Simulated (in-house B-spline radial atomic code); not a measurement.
A run on an ion of nuclear charge 69 with 69.8 electrons that did not converge. Method: scalar-relativistic (X2C) CAM-B3LYP, spin-polarised, spherical fractional occupations, Fermi nucleus of rms radius 5.2256 fm; computed with a B-spline radial code for spherical atoms.

Command:
```bash
python run_scf.py task.json out
```
Settings (nuclear radius in fm, mass in u):
```
Z                69
configuration    [Xe] 4f13.8 6s2
hamiltonian      x2c
method           camb3lyp
spin_polarised   True
nucleus          fermi
rms_radius       5.2256
atomic_mass      168.93422
speed_of_light   137.035999084
```

First and last ten iterations of the last attempt (damped for 15 steps, keeping 80 % of the old Fock matrix, then DIIS):
```
 iter        energy (Eh)    residual
    1      -13566.161295    4.93e-01
    2      -13457.487333    1.01e+00
    3      -13561.339613    4.40e-01
    4      -13566.249141    1.84e-01
    5      -13567.625108    7.08e-02
    6      -13567.898438    3.92e-02
    7      -13567.959834    2.99e-02
    8      -13567.988785    2.28e-02
    9      -13568.006801    1.72e-02
   10      -13545.635876    4.75e-01
  111      -13568.003799    2.08e-02
  112      -13468.857730    8.83e-01
  113      -13468.834357    8.83e-01
  114      -13468.813269    8.83e-01
  115      -13468.808432    8.83e-01
  116      -13468.814514    8.83e-01
  117      -13468.828383    8.83e-01
  118      -13468.826447    8.83e-01
  119      -13468.842327    8.83e-01
  120      -13468.821539    8.83e-01
 not converged after 120 iterations
```

The smallest residual met was 1.7e-02; the threshold is about 7e-07. No energy from this run should be used. The likely cause: this method binds the added charge weakly or not at all at the basis-set limit, so charge moves back and forth between the atom and the box. Time taken, with all properties: 36 s on 1 thread of Arm Neoverse V1 (shared host).
